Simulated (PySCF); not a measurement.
# Telling isomers of C7H6F4O apart by NMR

Method: structure optimised with GFN2-xTB, shieldings: GIAO PBE0/pcSseg-1, in PySCF 2.14.0 with density-fitted response routines (gas phase, single conformer, equivalent nuclei averaged, non-relativistic).

Chemical shifts δ = σref − σ; TMS for 1H and 13C, all at this level. Splittings of carbon signals by F and P are missing where no couplings were computed. Where no couplings were computed, multiplicities follow the n + 1 count of equivalent neighbours, and m marks all less simple cases (inequivalent or close neighbours, rings, F or P nearby). Shifts are as computed. Against solution values, carbons near 30 ppm lie about +3 ppm off and those near 130 ppm about +5 ppm (rms about the fit 2.1 ppm; single classes can miss by 10 ppm). Of 1328 compounds with measured shifts, 309 miss one by over three times the rms of a fit or turn the order of signals round; such compounds aren't used in these exercises. Signals without a measured value on file couldn't be tested in this way; 1H shifts scatter by 0.2 ppm about their fit, and single ones miss by 0.5 ppm.

(1) Tabulate the signals of `C=C[C@@]1(C(F)(F)F)C[C@H]1C(=O)F`, `C=C/C(C)=C(\C(=O)F)C(F)(F)F` and their relative energies.

(2) What is the quickest way to tell C=C[C@@]1(C(F)(F)F)C[C@H]1C(=O)F from C=C/C(C)=C(\C(=O)F)C(F)(F)F?

Answers

(1) 
```json
{"SMILES": "C=C[C@@]1(C(F)(F)F)C[C@H]1C(=O)F", "carbon types": "3×C 2×CH 2×CH2", "δC": "171.3, 135.6, 134.2, 128.3, 40.0, 25.3, 24.5", "δH": "6.20 (m, 1H), 6.18 (m, 1H), 5.93 (m, 1H), 2.42 (m, 1H), 1.92 (m, 1H), 1.51 (m, 1H)", "E rel. (kcal/mol)": "0.0"}
{"SMILES": "C=C/C(C)=C(\\C(=O)F)C(F)(F)F", "carbon types": "4×C 1×CH 1×CH2 1×CH3", "δC": "177.3, 162.2, 148.9, 134.7, 132.2, 120.9, 23.5", "δH": "7.94 (m, 1H), 6.25 (m, 1H), 6.20 (m, 1H), 2.66 (s, 3H)", "E rel. (kcal/mol)": "2.6"}
```

Energies are electronic energies at PBE0/pcSseg-1 on these geometries, without zero-point or thermal terms, each for the one conformer computed, which needn't be the lowest.

(2) Both give the same number of carbon signals, but DEPT or the intensities differ. The first has a three-membered-ring carbon (C) at 40.0 ppm, the second an allylic methyl carbon (CH3) at 23.5 ppm. Their most deshielded carbons lie at 171.3 and 177.3 ppm. In the proton spectra the most deshielded non-exchanging signals are 6.20 (m, 1H) and 7.94 (m, 1H).
